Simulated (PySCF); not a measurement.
Cost of one run: excited-state job, CH3Al2Cl4F.

Method: TDDFT wB97X-D/def2-SVPD, vertical, gas phase, core orbitals frozen in the response (PySCF 2.14.0, density-fitted response routines). Geometry: GFN2-xTB. Work: 8 singlets by full TDDFT, 3 Tamm–Dancoff triplets, polarisability, density fitting. A driver script takes a list of jobs; this job's settings line and coordinates (Å) are shown.

Command:
```bash
OMP_NUM_THREADS=1 python probes_run.py task.json out
```

Input:
```
{"job": {"kind": "uv", "xc": "wB97X-D", "basis": "def2-SVPD", "nstates": 8, "ntriplets": 3}, "charge": 0, "multiplicity": 1}
F      2.960667     0.611478     1.741398
Al     2.401148    -0.440586     0.598576
Cl     3.540815    -1.741702    -0.441105
Cl     1.177872     0.848035    -0.725883
Al    -0.583964    -0.294105    -0.148939
C     -2.067608     0.756937     0.695982
Cl    -2.207686     1.017273    -1.111177
Cl     0.582238    -1.308513     1.437634
H     -0.741988    -1.469599    -1.128046
H     -2.997987     0.271769     0.992322
H     -2.058082     1.751684     1.143116
```

Hardware: one thread, Arm Neoverse N1 (aarch64), on a shared host. PySCF's memory limit was set to 1040 MB.

The basis has 223 functions.

Problem. Which is nearest to the wall time?
A. 99 s
B. 13 min
C. 12 s

Solution. A. The run took 99 s. The SCF took 13 cycles.

Problem. How much memory does it need at the peak?

Solution. About 0.96 GiB. Peak memory is the resident size of the whole Python process, interpreter and libraries included.

Problem. At this speed, how long would 500 such jobs take on 64 cores, one job a core?

Solution. 500/64 gives 8 rounds of 99 s, about 13 min of wall time and 14 core-hours, if the jobs don't slow each other.

The SCF part of the output:
```
coarse grid: 13776 points
cycle   1  E = -2464.4502729832  dE =  1.016e+00  |g| = 6.622e-01  |ddm| = 4.228e+00
cycle   2  E = -2464.4524242400  dE = -2.151e-03  |g| = 7.745e-01  |ddm| = 1.777e+00
cycle   3  E = -2464.5513916875  dE = -9.897e-02  |g| = 6.868e-02  |ddm| = 6.227e-01
cycle   4  E = -2464.5524434141  dE = -1.052e-03  |g| = 2.761e-02  |ddm| = 1.434e-01
cycle   5  E = -2464.5526653223  dE = -2.219e-04  |g| = 4.931e-03  |ddm| = 6.252e-02
cycle   6  E = -2464.5526737540  dE = -8.432e-06  |g| = 1.756e-03  |ddm| = 1.315e-02
final grid: 109696 points
cycle   7  E = -2464.8472131722  dE = -8.046e-05  |g| = 7.091e-03  |ddm| = 1.394e-01
cycle   8  E = -2464.8472149771  dE = -1.805e-06  |g| = 7.177e-03  |ddm| = 2.093e-02
cycle   9  E = -2464.8472228739  dE = -7.897e-06  |g| = 8.070e-04  |ddm| = 5.011e-03
cycle  10  E = -2464.8472230331  dE = -1.592e-07  |g| = 2.607e-04  |ddm| = 2.035e-03
cycle  11  E = -2464.8472230562  dE = -2.310e-08  |g| = 4.892e-05  |ddm| = 7.982e-04
cycle  12  E = -2464.8472230573  dE = -1.144e-09  |g| = 2.009e-05  |ddm| = 1.437e-04
cycle  13  E = -2464.8472230576  dE = -2.697e-10  |g| = 6.737e-06  |ddm| = 7.993e-05
converged SCF energy = -2464.8472230576
```

On the final grid dE counts from the start density on that grid.

The host was shared with other jobs, so the times are rough.

The pairwise dispersion term of wB97X-D wasn't added to the energies; at a given geometry it leaves orbitals and properties as they are.
